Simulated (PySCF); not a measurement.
Compound: GeH13NSi4.
Bonds: Si1–N2, N2–Si3, N2–Si4, Si4–Si5, Si5–Ge6. Hydrogens: H7, H8, H9 on Si1; H10, H11, H12 on Si3; H13, H14 on Si4; H15, H16 on Si5; H17, H18, H19 on Ge6.

A GFN2-xTB structure was refined with PBE0-D3(BJ)/def2-SVP geometry optimisation, gas phase (PySCF). Its GFN2-xTB values:

```
    coordinate  GFN2-xTB
        Si1–N2   1.742 Å
        Si1–H7   1.462 Å
        N2–Si4   1.751 Å
       Si4–Si5   2.314 Å
       Si4–H13   1.471 Å
       Si5–Ge6   2.345 Å
       Si5–H15   1.473 Å
       Ge6–H17   1.504 Å
    Si1–N2–Si3    117.0°
    Si1–N2–Si4    120.4°
    N2–Si4–Si5    109.6°
    Si3–N2–Si4    121.3°
   Si4–Si5–Ge6    112.9°
Si1–N2–Si4–Si5       76°
N2–Si4–Si5–Ge6      -67°
```

Q: How do these coordinates change at the PBE0-D3(BJ)/def2-SVP level?

A: 
```tsv
coordinate	PBE0-D3(BJ)/def2-SVP (Å or °)	change
Si5–Ge6	2.384	+0.039
Ge6–H17	1.540	+0.036
Si1–H7	1.496	+0.034
Si4–Si5	2.347	+0.033
Si5–H15	1.498	+0.025
Si4–H13	1.496	+0.025
Si1–N2	1.754	+0.012
N2–Si4	1.761	+0.010
Si1–N2–Si3	120.2	+3.2
Si3–N2–Si4	118.9	-2.4
Si4–Si5–Ge6	110.7	-2.2
Si1–N2–Si4	120.9	+0.5
N2–Si4–Si5	109.5	-0.1
N2–Si4–Si5–Ge6	-57	+10
Si1–N2–Si4–Si5	83	+7
```

The energy falls by 8.0 kcal/mol over 24 energy and gradient evaluations, the largest force component goes from 0.0161 to 1.8e-04 Eh/bohr, and the atoms move by 0.494 Å rms after alignment. Among the bonds, Si5–Ge6 and Ge6–H18 change most and about equally (+0.038 to +0.039 Å). Bonds longer at the end by more than 0.005 Å: 18 of 18; shorter: 0. Among the dihedrals that turn most is Si1–N2–Si3–H12, from 167° to 114°. Rotational constants go from 1576, 487.9, 425.1 to 1462, 499.2, 429.9 MHz.

The run used 183 basis functions and 151 SCF cycles in all. Hardware: an Arm Neoverse V1 with one thread, no GPU, on a shared host. Cost: 9.3 min of wall time.

No frequency check. The numbers are those of one conformer.
